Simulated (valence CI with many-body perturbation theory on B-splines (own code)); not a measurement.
# Energy levels of Ti XVIII

Method: relativistic CI+MBPT: three valence electrons over a frozen Dirac-Fock core [He], a basis of 11 s, 11 p, 9 d, 7 f, 5 g, 2 h, 1 i functions for each j, with the one-electron correlation potential Σ1 (screened to all orders), the two-electron term Σ2, the three-electron term Σ3, Breit, model QED; selected single and double excitations, second order for the rest (own B-spline code, finite nucleus).

No measured levels were compared; by estimate levels of excited configurations hold to 0.05 to 0.15 % of their energy, terms of the ground configuration to about 0.5 %.

Levels 1 to 45 of 84, with energies above the lowest level, 2s2 2p 2P°_1/2. "Leading %" is the weight of the configuration and term that name the level; weights of strongly mixed levels are sums over their largest components and can fall short. In the jj column 3d3/2^4 stands for four electrons in 3d with j = 3/2. Lifetimes count E1, E2, E3, M1 and M2 decay at the calculated energies, and are blank where another channel may lead or the interval is too uncertain; long ones can be off by a factor of two.

| No. | Configuration | Term | J | E (× 10³ cm⁻¹) | Leading % | Leading jj | g | Lifetime |
| --- | --- | --- | --- | --- | --- | --- | --- | --- |
| 1 | 2s2 2p | 2P° | 1/2 | 0.00 | 98 | 2s^2 2p1/2 (98 %) | 0.662 |  |
| 2 | 2s2 2p | 2P° | 3/2 | 56.26 | 97 | 2s^2 2p3/2 (97 %) | 1.331 | 624 μs |
| 3 | 2s 2p2 | 4P | 1/2 | 309.53 | 99 | 2s 2p1/2^2 (55 %) | 2.655 | 41.6 ns |
| 4 | 2s 2p2 | 4P | 3/2 | 333.01 | 100 | 2s 2p1/2 2p3/2 (92 %) | 1.730 | 340 ns |
| 5 | 2s 2p2 | 4P | 5/2 | 360.44 | 98 | 2s 2p3/2^2 (53 %) | 1.591 | 65.6 ns |
| 6 | 2s 2p2 | 2D | 3/2 | 555.99 | 98 | 2s 2p1/2 2p3/2 (76 %) | 0.808 | 163 ps |
| 7 | 2s 2p2 | 2D | 5/2 | 561.89 | 98 | 2s 2p1/2 2p3/2 (53 %) | 1.205 | 234 ps |
| 8 | 2s 2p2 | 2S | 1/2 | 674.04 | 53 | 2s 2p1/2^2 (45 %) | 1.399 | 39.4 ps |
| 9 | 2s 2p2 | 2P | 1/2 | 734.08 | 54 | 2s 2p3/2^2 (67 %) | 1.276 | 36.1 ps |
| 10 | 2s 2p2 | 2P | 3/2 | 747.40 | 98 | 2s 2p3/2^2 (68 %) | 1.322 | 28.1 ps |
| 11 | 2p3 | 4S° | 3/2 | 962.20 | 97 | 2p1/2 2p3/2^2 (49 %) | 1.979 | 31.0 ps |
| 12 | 2p3 | 2D° | 3/2 | 1079.0 | 91 | 2p1/2 2p3/2^2 (50 %) | 0.849 | 74.7 ps |
| 13 | 2p3 | 2D° | 5/2 | 1089.2 | 100 | 2p1/2 2p3/2^2 (100 %) | 1.198 | 74.7 ps |
| 14 | 2p3 | 2P° | 1/2 | 1209.2 | 97 | 2p1/2 2p3/2^2 (97 %) | 0.662 | 33.8 ps |
| 15 | 2p3 | 2P° | 3/2 | 1228.0 | 87 | 2p3/2^3 (77 %) | 1.300 | 34.8 ps |
| 16 | 2s2 3s | 2S | 1/2 | 5512.9 | 94 | 2s^2 3s (94 %) | 2.001 | 767 fs |
| 17 | 2s2 3p | 2P° | 1/2 | 5658.7 | 91 | 2s^2 3p1/2 (91 %) | 0.665 | 9.05 ps |
| 18 | 2s2 3p | 2P° | 3/2 | 5674.4 | 91 | 2s^2 3p3/2 (91 %) | 1.333 | 8.81 ps |
| 19 | 2s 2p 3s | 4P° | 1/2 | 5807.7 | 97 | 2s 2p1/2 3s (92 %) | 2.641 | 679 fs |
| 20 | 2s2 3d | 2D | 3/2 | 5809.0 | 95 | 2s^2 3d3/2 (95 %) | 0.798 | 112 fs |
| 21 | 2s2 3d | 2D | 5/2 | 5813.6 | 95 | 2s^2 3d5/2 (95 %) | 1.199 | 115 fs |
| 22 | 2s 2p 3s | 4P° | 3/2 | 5823.7 | 95 | 2s 2p1/2 3s (69 %) | 1.718 | 662 fs |
| 23 | 2s 2p 3s | 4P° | 5/2 | 5860.9 | 98 | 2s 2p3/2 3s (98 %) | 1.599 | 633 fs |
| 24 | 2s 2p 3s | 2P° | 1/2 | 5884.2 | 94 | 2s 2p1/2 3s (77 %) | 0.683 | 913 fs |
| 25 | 2s 2p 3s | 2P° | 3/2 | 5923.8 | 93 | 2s 2p3/2 3s (90 %) | 1.342 | 762 fs |
| 26 | 2s 2p 3p | 4D | 1/2 | 5936.8 | 74 | 2s 2p1/2 3p1/2 (95 %) | 0.179 | 1.14 ps |
| 27 | 2s 2p 3p | 4D | 3/2 | 5950.9 | 76 | 2s 2p1/2 3p1/2 (66 %) | 1.233 | 1.47 ps |
| 28 | 2s 2p 3p | 2P | 1/2 | 5973.0 | 68 | 2s 2p1/2 3p3/2 (54 %) | 0.552 | 338 fs |
| 29 | 2s 2p 3p | 2P | 3/2 | 5973.5 | 48 | 2s 2p1/2 3p3/2 (67 %) | 1.434 | 510 fs |
| 30 | 2s 2p 3p | 4D | 5/2 | 5976.1 | 95 | 2s 2p1/2 3p3/2 (56 %) | 1.376 | 100 ps |
| 31 | 2s 2p 3p | 4S | 3/2 | 6007.4 | 52 | 2s 2p1/2 3p3/2 (52 %) | 1.693 | 843 fs |
| 32 | 2s 2p 3p | 4P | 1/2 | 6007.5 | 95 | 2s 2p1/2 3p1/2 (61 %) | 2.620 | 7.81 ps |
| 33 | 2s 2p 3p | 4D | 7/2 | 6009.4 | 99 | 2s 2p3/2 3p3/2 (99 %) | 1.427 | 460 ps |
| 34 | 2s 2p 3p | 4P | 3/2 | 6031.9 | 48 | 2s 2p3/2 3p1/2 (72 %) | 1.392 | 576 fs |
| 35 | 2s 2p 3p | 2D | 3/2 | 6038.9 | 47 | 2s 2p3/2 3p3/2 (59 %) | 1.304 | 429 fs |
| 36 | 2s 2p 3p | 4P | 5/2 | 6042.0 | 81 | 2s 2p3/2 3p1/2 (55 %) | 1.531 | 1.63 ps |
| 37 | 2s 2p 3d | 4F° | 3/2 | 6069.6 | 93 | 2s 2p1/2 3d3/2 (90 %) | 0.438 | 1.79 ps |
| 38 | 2s 2p 3p | 2D | 5/2 | 6069.9 | 84 | 2s 2p3/2 3p3/2 (78 %) | 1.257 | 271 fs |
| 39 | 2s 2p 3d | 4F° | 5/2 | 6079.5 | 91 | 2s 2p1/2 3d3/2 (44 %) | 1.053 | 928 fs |
| 40 | 2s 2p 3d | 4F° | 7/2 | 6095.2 | 88 | 2s 2p1/2 3d5/2 (59 %) | 1.256 | 623 fs |
| 41 | 2s 2p 3p | 2S | 1/2 | 6100.8 | 92 | 2s 2p3/2 3p3/2 (73 %) | 1.963 | 225 fs |
| 42 | 2s 2p 3d | 4P° | 5/2 | 6113.8 | 42 | 2s 2p1/2 3d5/2 (76 %) | 1.416 | 120 fs |
| 43 | 2s 2p 3s | 2P° | 1/2 | 6116.2 | 88 | 2s 2p3/2 3s (66 %) | 0.627 | 327 fs |
| 44 | 2s 2p 3s | 2P° | 3/2 | 6117.2 | 52 | 2s 2p3/2 3s (39 %) | 1.283 | 175 fs |
| 45 | 2s 2p 3d | 4D° | 3/2 | 6118.5 | 42 | 2s 2p3/2 3s (31 %) | 1.304 | 127 fs |

Names give the largest LS component (configuration and term), which can be under half, so a name can repeat, a term be missing and a line seem to break the LS rules; names also repeat where a configuration has a term twice.

Where two levels of one J and parity lie close, their mixing, g and order are uncertain.

The ionisation energy to 2s2 1S_0 of the next ion comes out as 1220.4 eV (NIST: 1220.3 ± 0.5 eV (semi-empirical)). All 84 levels together are meant to be complete up to 6526.5 × 10³ cm⁻¹.
